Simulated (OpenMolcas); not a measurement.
**Ta3+ in a point-charge field**

Ta3+ among 8 point charges of -1.2 e arranged as a cube (Oh), 2.24 Å from the ion.
```
   1.2933    1.2933    1.2933  -1.20
   1.2933    1.2933   -1.2933  -1.20
   1.2933   -1.2933    1.2933  -1.20
   1.2933   -1.2933   -1.2933  -1.20
  -1.2933    1.2933    1.2933  -1.20
  -1.2933    1.2933   -1.2933  -1.20
  -1.2933   -1.2933    1.2933  -1.20
  -1.2933   -1.2933   -1.2933  -1.20
```

* Program: OpenMolcas
* Method: CASSCF
* Basis: ANO-RCC-VDZP [7s6p4d2f1g]
* Scalar Hamiltonian: DKH2, point nucleus
* Active space: 2 electrons in 5 orbitals (5d)
* State averaging: 2S+1 = 3 even, 10 roots; 2S+1 = 1 even, 15 roots
* Spin-orbit coupling: state interaction with AMFI integrals over the reference wave functions

The lowest spin-free states (labels of O, the rotations of Oh), above the lowest:

```tsv
State	Degeneracy	E (cm-1)	Free-ion L (%)
3A2	1	0.0	F (100)
3T2	3	8846	F (100)
1E	2	10096	D (69)
3T1	3	14066	F (77)
1A1	1	17123	G (89)
1T2	3	18982	D (77)
1T1	3	22163	G (100)
3T1	3	22800	P (77)
1E	2	29876	G (69)
1T2	3	30104	G (77)
1A1	1	47446	S (89)
```

The lowest levels with spin-orbit coupling:

```tsv
E (cm-1)	Degeneracy	Label	2S+1
0.0	3	T2	3
5822	2	E	3 (69 %)
9291	1	A2	3
9810	3	T2	3
10483	3	T1	3
13938	2	E	1 (63 %)
14488	1	A1	3 (68 %)
15530	3	T2	3
16646	2	E	3
16851	3	T1	3
19066	3	T2	1 (71 %)
20748	1	A1	1 (65 %)
23188	3	T1	3 (54 %)
24312	1	A1	3
25796	2	E	3
25963	3	T1	3 (53 %)
27119	3	T2	3 (67 %)
32536	2	E	1
32773	3	T2	1
50496	1	A1	1
```

Powder χT (cm3 K/mol): 0.169 at 2 K, 0.17 at 10 K, 0.178 at 50 K, 0.188 at 100 K, 0.207 at 200 K, 0.226 at 300 K. The effective moment at 300 K is 2.828 √(χT) = 1.35 μB.

The lowest level has 2S+1 = 3, for which the spin-only value is χT = S(S+1) / 2 = 1.000 cm3 K/mol (g = 2). The computed 0.226 at 300 K differs by -0.774, through orbital momentum, spin-orbit coupling and any other state in reach.

A least-squares ligand-field fit to the states below 45000 cm-1, each weighted by its degeneracy and with a free common offset, gives 10Dq = -9279 cm-1 (negative for this site), B = 659 cm-1 and C = 2703 cm-1 (C/B = 4.11), with an rms deviation of 113 cm-1.

Without dynamic correlation the repulsion within the d shell is too large (B by tens of per cent), so at a given field states of lower spin stand too high. Point charges carry no covalency, so the field is a model and not that of real ligands. No measured value stands beside these numbers.
